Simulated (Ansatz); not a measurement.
Geometry optimisation, RKS CAM-B3LYP/def2-SVP in Ansatz.

Input:

```yaml
crystal:
  periodic: [false, false, false]
  atoms:
    - { symbol: Sn, position_ang: [0.130984, -0.038418, -1.216173] }
    - { symbol: H, position_ang: [1.25232, -0.251119, 1.493108] }
    - { symbol: H, position_ang: [1.780996, 0.1478, 1.210491] }
    - { symbol: O, position_ang: [-1.115488, 1.498342, -0.96185] }
    - { symbol: H, position_ang: [-1.851466, 1.332756, -0.35944] }
    - { symbol: H, position_ang: [-0.762547, -1.14116, -0.110036] }
basis:
  gaussian: { orbitals: def2-SVP }
hamiltonian:
  xc: cam_b3lyp
relax:
  f_tol: 0.03
  max_steps: 50
```

Command:

```bash
$ ansatz run input.yaml --threads 1 --pin off --max-ram 2048MiB --backend cpu --events-out ev --progress --plain --runs-dir out
```

Q: Where does it end, and by what steps?

A: The forces met the threshold. After 4 steps the energy has fallen by 0.039 eV; H2 moved furthest, 0.04 Å.

```
step  energy less start (eV)  largest force component (eV/Å)  accepted
   0                  0.0000                           1.328       yes
   1                 -0.0389                           0.050       yes
   2                 -0.0295                           0.488        no
   3                 -0.0389                           0.041        no
   4                 -0.0393                           0.027       yes
```

```xyz
6
Properties=species:S:1:pos:R:3
Sn 0.131 -0.048 -1.219
H 1.221 -0.262 1.478
H 1.788 0.176 1.208
O -1.104 1.495 -0.953
H -1.840 1.335 -0.348
H -0.762 -1.148 -0.111
```

Whether the end is a true minimum wasn't checked by a vibrational analysis.

The run took 13 s on 1 thread of Arm Neoverse V1, on a shared host, peak memory 0.12 GiB.
